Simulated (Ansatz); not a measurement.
Isolated molecules relaxed with PBE0-D4/def2-TZVP in Ansatz; ΔE leaves out vibrations. CCSD(T)/CBS is the MP2 limit (def2-TZVPP, def2-QZVPP) plus CCSD(T) − MP2 in def2-TZVPP, frozen cores. This one scheme is used for every species. Functionals use def2-TZVPP. One conformer a species, not always the lowest.

Consider the ligand exchange at a B–O bond: `CC1=CC(C)=[O+][B-](C)(O)O1` + H–F → `CC1=CC(C)=[O+][B-](C)(F)O1` + H₂O.

`CC1=CC(C)=[O+][B-](C)(O)O1`:

```xyz
21

C     0.200   -2.806   -0.358
C     0.130   -1.324   -0.257
C     0.965   -0.601    0.589
C     1.020    0.780    0.431
C     2.068    1.608    1.086
O     0.206    1.410   -0.319
B    -1.101    0.745   -0.852
C    -2.244    0.869    0.248
O    -1.428    1.291   -2.098
O    -0.711   -0.756   -1.027
H     0.977   -3.225    0.278
H    -0.769   -3.227   -0.079
H     0.382   -3.089   -1.397
H     1.673   -1.109    1.225
H     2.767    1.005    1.663
H     2.610    2.174    0.325
H     1.586    2.337    1.742
H    -2.496    1.919    0.419
H    -3.154    0.365   -0.089
H    -1.959    0.433    1.211
H    -0.722    1.202   -2.741
```

H–F:

```xyz
2

F     0.075   -0.324    0.317
H    -0.075    0.324   -0.317
```

`CC1=CC(C)=[O+][B-](C)(F)O1`:

```xyz
20

C     0.354    2.751   -0.625
C     0.129    1.335   -0.234
C    -1.097    0.704   -0.400
C    -1.176   -0.664   -0.168
C    -2.393   -1.455   -0.488
O    -0.193   -1.330    0.301
B     1.012   -0.631    0.932
C     2.323   -1.494    0.735
F     0.653   -0.354    2.237
O     1.148    0.724    0.234
H     0.611    3.327    0.267
H    -0.523    3.188   -1.100
H     1.209    2.808   -1.302
H    -1.940    1.241   -0.808
H    -3.161   -0.849   -0.967
H    -2.790   -1.882    0.436
H    -2.121   -2.290   -1.137
H     3.186   -0.989    1.179
H     2.549   -1.675   -0.320
H     2.222   -2.465    1.227
```

H₂O:

Z-matrix (Å, degrees):
```
O
H 1 0.960
H 1 0.960 2 105.1
```

CCSD(T)/CBS gives -51.2 kJ/mol.

Another level gave -51.7 kJ/mol. Which?
A. PBE-D4/def2-TZVPP
B. MP2/def2-TZVPP
C. BHLYP/def2-TZVPP
D. r2SCAN0/def2-TZVPP

A. PBE-D4 -51.7, BHLYP -62.4, r2SCAN0 -57.4, MP2/def2-TZVPP -46.7 kJ/mol.

Largest T1 diagnostic among the species: 0.016.

Leaving LDA and LC-ωPBE aside and taking each functional with its dispersion term where it has one, the values, not all of them listed here, spread over 10.3 kJ/mol, from B97M-V to revPBE-D4. LDA lies +4.1 kJ/mol from PBE without D4. The D4 term adds +5.6 kJ/mol with B3LYP and +3.3 kJ/mol with PBE0; it sums over pairs of atoms, weighted by their polarisabilities, and B3LYP, whose exchange is more repulsive, gets the larger term. In def2-TZVPP, CCSD(T) changes the Hartree–Fock value by +16.0 kJ/mol (the triples alone add +2.6 kJ/mol) and MP2 by +20.2 kJ/mol.

CCSD(T)/CBS has its own doubt, a few kJ/mol and more with outer-core shells, so smaller differences from it don't rank the levels.

B3LYP here is the variant with VWN-RPA as its local correlation; programs differ in this.
